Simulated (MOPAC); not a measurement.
Input for MOPAC: PM7 on H3NSTe (SMILES N[Te]S), a point of a torsion scan.

```
PM7 1SCF PRECISE CHARGE=0 THREADS=1
H3NSTe

N     -1.43701562 1    -0.00416414 1     0.20615204 1
Te     0.06390249 1    -1.06085926 1     1.06604256 1
S      1.90100174 1    -0.36568153 1    -0.33628709 1
H     -1.29220757 1     0.99536251 1     0.25472727 1
H     -1.60189902 1    -0.24973347 1    -0.76134828 1
H      2.23173461 1    -1.56276504 1    -0.80004063 1
```

Output:

```
*******************************************************************************
 **                                                                           **
 **                              MOPAC v23.2.5                                **
 **                                                                           **
 *******************************************************************************
 ** MOPAC's Digital Object Identifier: https://doi.org/10.5281/zenodo.6511958 **
 **                                                                           **
 ** Please cite the open-source release paper for use of this MOPAC version:  **
 ** J. E. Moussa and J. J. P. Stewart (2026)                                  **
 ** MOPAC: An open-source semiempirical molecular orbital program             **
 ** J. Open Source Softw., 11(119), 8025, https://doi.org/10.21105/joss.08025 **
 *******************************************************************************

                              PM7 CALCULATION RESULTS

 *******************************************************************************
 *  PM7        - The PM7 Hamiltonian to be used
 *
 *
 *
 *                 CHARGE ON SYSTEM = 0
 *
 *
 *
 *  PRECISE    - TIGHTER CRITERIA TO BE USED
 *  1SCF       - DO 1 SCF AND THEN STOP
 *  THREADS=1  - MULTI-THREADING NOT USED
 *  T=         - A TIME OF 172800.0 SECONDS REQUESTED
 *  DUMP=N     - RESTART FILE WRITTEN EVERY 7200.0 SECONDS REQUESTED
 *******************************************************************************
PM7 1SCF PRECISE CHARGE=0 THREADS=1
 H3NSTe

   ATOM   CHEMICAL          X               Y               Z
  NUMBER   SYMBOL      (ANGSTROMS)     (ANGSTROMS)     (ANGSTROMS)

     1       N         -1.43701562  *  -0.00416414  *   0.20615204  *
     2      Te          0.06390249  *  -1.06085926  *   1.06604256  *
     3       S          1.90100174  *  -0.36568153  *  -0.33628709  *
     4       H         -1.29220757  *   0.99536251  *   0.25472727  *
     5       H         -1.60189902  *  -0.24973347  *  -0.76134828  *
     6       H          2.23173461  *  -1.56276504  *  -0.80004063  *



          CARTESIAN COORDINATES

    NO.       ATOM           X           Y           Z

     1         N         -1.4370     -0.0042      0.2062
     2        Te          0.0639     -1.0609      1.0660
     3         S          1.9010     -0.3657     -0.3363
     4         H         -1.2922      0.9954      0.2547
     5         H         -1.6019     -0.2497     -0.7613
     6         H          2.2317     -1.5628     -0.8000

 General Reference for PM7:
 "Optimization of Parameters for Semiempirical Methods VI: More Modifications to the
 NDDO Approximations and Re-optimization of Parameters", J. J. P. Stewart, J. Mol. Mod., 1:32, 19 (2013)
 https://link.springer.com/article/10.1007/s00894-012-1667-x

           Empirical Formula: H3 N Te S  =     6 atoms



      MOLECULAR POINT GROUP   :   C1


      RHF CALCULATION, NO. OF DOUBLY OCCUPIED LEVELS = 10


 -------------------------------------------------------------------------------
 PM7 1SCF PRECISE CHARGE=0 THREADS=1
 H3NSTe



     1SCF WAS SPECIFIED, SO BFGS WAS NOT USED
     SCF FIELD WAS ACHIEVED


                              PM7 CALCULATION
                                                       MOPAC v23.2.5 Linux




          FINAL HEAT OF FORMATION =         14.38961 KCAL/MOL =      60.20611 KJ/MOL


          COSMO AREA              =        116.02 SQUARE ANGSTROMS
          COSMO VOLUME            =        105.90 CUBIC ANGSTROMS

          IONIZATION POTENTIAL    =          8.096226 EV
          HOMO LUMO ENERGIES (EV) =         -8.096 -1.104
          NO. OF FILLED LEVELS    =         10
          MOLECULAR WEIGHT        =        176.6904         POINT GROUP:  C1

          MOLECULAR DIMENSIONS (Angstroms)

            Atom       Atom       Distance
            H     6    H     4     4.48048
            H     5    S     3     2.24933
           Te     2    H     5     1.76870


          SCF CALCULATIONS        =          1





   ATOM   CHEMICAL          X               Y               Z
  NUMBER   SYMBOL      (ANGSTROMS)     (ANGSTROMS)     (ANGSTROMS)

     1       N         -1.43701562  *  -0.00416414  *   0.20615204  *
     2      Te          0.06390249  *  -1.06085926  *   1.06604256  *
     3       S          1.90100174  *  -0.36568153  *  -0.33628709  *
     4       H         -1.29220757  *   0.99536251  *   0.25472727  *
     5       H         -1.60189902  *  -0.24973347  *  -0.76134828  *
     6       H          2.23173461  *  -1.56276504  *  -0.80004063  *

                             CARTESIAN COORDINATES

   1    N       -1.437015620    -0.004164140     0.206152040
   2   Te        0.063902490    -1.060859260     1.066042560
   3    S        1.901001740    -0.365681530    -0.336287090
   4    H       -1.292207570     0.995362510     0.254727270
   5    H       -1.601899020    -0.249733470    -0.761348280
   6    H        2.231734610    -1.562765040    -0.800040630


           Empirical Formula: H3 N Te S  =     6 atoms



      MOLECULAR POINT GROUP   :   C1


                  EIGENVALUES
 -48.24168 -32.83513 -25.35674 -16.71613 -14.52857 -13.40393 -11.08316 -10.20993
  -9.90165  -8.09623  -1.10351  -0.61698  -0.36023  -0.28719  -0.21805   0.47964
   1.13126   2.95220   5.54129   6.30494


              NET ATOMIC CHARGES AND DIPOLE CONTRIBUTIONS

  ATOM NO.   TYPE          CHARGE      No. of ELECS.   s-Pop       p-Pop       d-Pop
    1          N          -0.784258        5.7843     1.70106     4.08320
    2         Te           0.502211        5.4978     1.92406     3.57373
    3          S          -0.442523        6.4425     1.91193     4.36833     0.16227
    4          H           0.270501        0.7295     0.72950
    5          H           0.268126        0.7319     0.73187
    6          H           0.185944        0.8141     0.81406
 DIPOLE           X         Y         Z       TOTAL
 POINT-CHG.    -0.222    -2.190     1.146     2.482
 HYBRID         0.741     1.042    -1.847     2.247
 SUM            0.519    -1.148    -0.702     1.442


          ATOMIC ORBITAL ELECTRON POPULATIONS

     Atom    s        px        py        pz      x^2-y^2     xz        z^2       yz        xy
    1  N   1.70106   1.47381   1.24568   1.36371
    2 Te   1.92406   0.68457   1.55551   1.33366
    3  S   1.91193   1.49287   1.26939   1.60607   0.04791   0.02089   0.01152   0.04868   0.03327
    4  H   0.72950
    5  H   0.73187
    6  H   0.81406

 **********************
 *                    *
 * JOB ENDED NORMALLY *
 *                    *
 **********************




 == MOPAC DONE ==
```

The run finished.

Cost: very roughly 0.020 core-seconds.
